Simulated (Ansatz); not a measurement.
Basis sets compared for the cluster Pd₄H₃. Charge 0, multiplicity 2. Geometry B3LYP-D4/def2-SVP. Ansatz on 4 threads of Intel Xeon Platinum 8259CL on a shared host; times are rough, and most runs start from earlier orbitals.

```xyz
7

Pd   -1.1846    0.2454   -1.0931
Pd    1.5659    0.0675   -0.9256
Pd    0.2045   -1.1772    1.1080
Pd    0.1636    1.5791    0.8928
H    -0.0348    0.3228    1.9413
H    -0.9991   -0.9356    0.0252
H     0.2844   -0.1021   -1.9486
```

In the def2 sets Pd takes a core potential; there is no spin–orbit coupling. The structure comes from a short search, and lower isomers may exist.

Binding counts from free atoms (Pd singlet, H doublet) in the same basis, without a counterpoise term.

```tsv
level	functions	energy (Eh)	HOMO (eV)	LUMO (eV)	binding per atom (eV)	wall time
PBE-D4/def2-SVP	139	-513.4628	-4.10	-3.76	2.24	7 s
PBE0-D4/def2-SVP	139	-513.2991	-4.80	-2.83	1.93	8 s
```

(1) Estimate the rows for PBE-D4/def2-TZVP (with forces), PBE0-D4/def2-TZVP.

Answers

(1) 
```json
{"level": "PBE-D4/def2-TZVP (with forces)", "functions": "178", "energy (Eh)": "-513.6017", "HOMO (eV)": "-4.11", "LUMO (eV)": "-3.76", "binding per atom (eV)": "2.25", "wall time": "6 s"}
{"level": "PBE0-D4/def2-TZVP", "functions": "178", "energy (Eh)": "-513.4321", "HOMO (eV)": "-4.79", "LUMO (eV)": "-2.82", "binding per atom (eV)": "1.94", "wall time": "11 s"}
```
